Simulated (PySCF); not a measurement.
Species: C3H8F3NSi2.
SMILES with atom numbers: `[F:1][CH:2]([F:3])[C@@:4]1([F:5])[SiH2:6][C@H:7]1[NH:8][SiH3:9]` (hydrogens: H10 on C2; H11, H12 on Si6; H13 on C7; H14 on N8; H15, H16, H17 on Si9)

Cartesian coordinates in Å at the GFN2-xTB level; atoms count from 1:
```
atom  x, y, z in Å
F1    -2.252   -0.872   -0.911
C2    -2.072    0.407   -0.477
F3    -1.651    1.097   -1.570
C4    -1.106    0.436    0.670
F5    -1.312    1.590    1.408
Si6   -0.504   -1.147    1.563
C7     0.375    0.111    0.422
N8     0.831   -0.159   -0.886
Si9    2.415    0.178   -1.460
H10   -3.053    0.814   -0.190
H11   -0.369   -0.963    2.992
H12   -1.025   -2.371    0.995
H13    1.027    0.824    0.918
H14    0.199   -0.719   -1.433
H15    3.423   -0.596   -0.718
H16    2.376   -0.220   -2.862
H17    2.692    1.602   -1.263
```

Computed at PBE0/pcSseg-1 (PySCF, non-relativistic), with Q(14N) = 0.02044 b: N8, 14N (I = 1): χzz = -5.360 MHz, η = 0.360.

Task: Where would the pure quadrupole (NQR) lines of 14N at N8 fall for the rigid, isolated species?

Result: From ν± = (3/4)|χ|(1 ± η/3) and ν0 = |χ|η/2: ν+ 4.502 MHz, ν− 3.538 MHz, ν0 0.964 MHz (silicon-bound nitrogen).

In a crystal, neighbours and librations shift these lines. GFN2-xTB frequencies show an imaginary mode (37i cm⁻¹), so this geometry is no minimum at that level. GFN2-xTB bond lengths can be off by several hundredths of an ångström, more for odd bonds, and the gradients follow them. These gradients aren't converged with respect to the basis.

One conformer stands for the species.
